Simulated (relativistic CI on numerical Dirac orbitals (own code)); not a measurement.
**d8 in a ligand field**

Computed with a parametric ligand-field model of a d^n configuration (Racah B and C, spin-orbit zeta, crystal field), exact diagonalisation.

Field parameters in Wybourne normalisation: Oh B⁴₀ = 21Dq, B⁴₄ = √(5/14) B⁴₀. The field is a parameter set, without covalency.

Q: Lowest levels for B = 700, C = 3310, ζ = 190 cm⁻¹, Oh, 10Dq = 17600 cm⁻¹?

A: T2 0 (S 1.00), E 12048 (S 0.00), T1 17554 (S 1.00), E 17558 (S 1.00), T2 17651 (S 1.00), A2 17700 (S 1.00), A1 21330 (S 0.01), A1 24584 (S 1.00), T1 24592 (S 1.00) cm⁻¹, with S from ⟨S²⟩ = S(S + 1). The ground level has 2.00 electrons in the cubic e pair.

Q: Lowest levels for B = 780, C = 3080, ζ = 240 cm⁻¹, Oh, 10Dq = 12650 cm⁻¹?

A: T2 0 (S 1.00), E 11989 (S 0.28), T1 12593 (S 1.00), E 12714 (S 0.87), T2 12719 (S 1.00), A2 12781 (S 1.00), A1 19145 (S 0.98), T1 19290 (S 1.00), T2 19465 (S 1.00) cm⁻¹, with S from ⟨S²⟩ = S(S + 1). The ground level has 2.00 electrons in the cubic e pair.

Q: Lowest levels for B = 370, C = 1620, ζ = 1350 cm⁻¹, Oh, 10Dq = 35200 cm⁻¹?

A: T2 0 (S 1.00), E 6147 (S 0.01), A1 11918 (S 0.01), E 34690 (S 1.00), T1 34773 (S 0.99), T2 35489 (S 0.99), A2 36020 (S 1.00), T2 39276 (S 0.95), E 39665 (S 1.00) cm⁻¹, with S from ⟨S²⟩ = S(S + 1). The ground level has 2.00 electrons in the cubic e pair.

Q: Lowest levels for B = 660, C = 2580, ζ = 100 cm⁻¹, Oh, 10Dq = 38600 cm⁻¹?

A: T2 0 (S 1.00), E 10373 (S 0.00), A1 19770 (S 0.00), E 38575 (S 1.00), T1 38575 (S 1.00), T2 38625 (S 1.00), A2 38651 (S 1.00), T2 46035 (S 1.00), E 46036 (S 1.00) cm⁻¹, with S from ⟨S²⟩ = S(S + 1). The ground level has 2.00 electrons in the cubic e pair.

Q: Lowest levels for B = 860, C = 4280, ζ = 240 cm⁻¹, Oh, 10Dq = 29250 cm⁻¹?

A: T2 0 (S 1.00), E 15286 (S 0.00), A1 27683 (S 0.00), T1 29191 (S 1.00), E 29191 (S 1.00), T2 29313 (S 1.00), A2 29375 (S 1.00), T1 38401 (S 1.00), T2 38402 (S 1.00) cm⁻¹, with S from ⟨S²⟩ = S(S + 1). The ground level has 2.00 electrons in the cubic e pair.
